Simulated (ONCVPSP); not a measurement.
# Pm (Z = 61): ONCV pseudisation with LDA (Perdew-Wang 92), scalar-relativistic reference atom.

ONCVPSP 4.0.1 input, shortened (lines: element, Z, core and valence counts, functional; n l f; lmax; l rc ep ncon nbas qcut; lloc lpopt rc5 dvloc0; l nproj debl; icmod fcfact rcfact), LDA (Perdew-Wang 92), scalar-relativistic:

```
  Pm 61.00   10    4  -001012      upf
    1    0    2.00
    2    0    2.00
    2    1    6.00
    3    0    2.00
    3    1    6.00
    3    2   10.00
    4    0    2.00
    4    1    6.00
    4    2   10.00
    4    3    4.00
    5    0    2.00
    5    1    6.00
    5    2    1.00
    6    0    1.50
    2
    0    2.35    0.00    4    9    4.70
    1    2.15    0.00    3    6    6.30
    2    3.80    0.00    4    9    3.40
    4    5    2.10    2.00
    0    3    3.30
    1    1    2.00
    2    1    0.80
    1    0.16    0.00
```

Poles of the logarithmic derivatives, all-electron (AE) and pseudo (PS). s: poles at -1.6, 3.0 (AE) and -1.6, 3.0 (PS) Ha. p: poles at -0.4 (AE) and -0.5, 4.0 (PS) Ha. d: poles at -0.1, 1.3, 3.7 (AE) and -0.1, 1.5, 3.8 (PS) Ha. Test radii: s 2.38, p 2.18, d 3.85 bohr.

- Cutoffs needed: 12 Ha and 15 Ha (the cutoffs (Ha) at which the residual kinetic energy of the hardest occupied pseudo-wave falls to 1 and 0.1 mHa per electron)
- Ghost test: no bound ghost flagged; no localised positive-energy state flagged
- Largest excitation error: +31 meV (all-electron minus pseudo) for 5s2 5p6 5d1 6s0 6p1, out of 4 test configurations
- rms error of d²Exc/dni dnj: 5.46 mHa without and 1.07 mHa with the model core
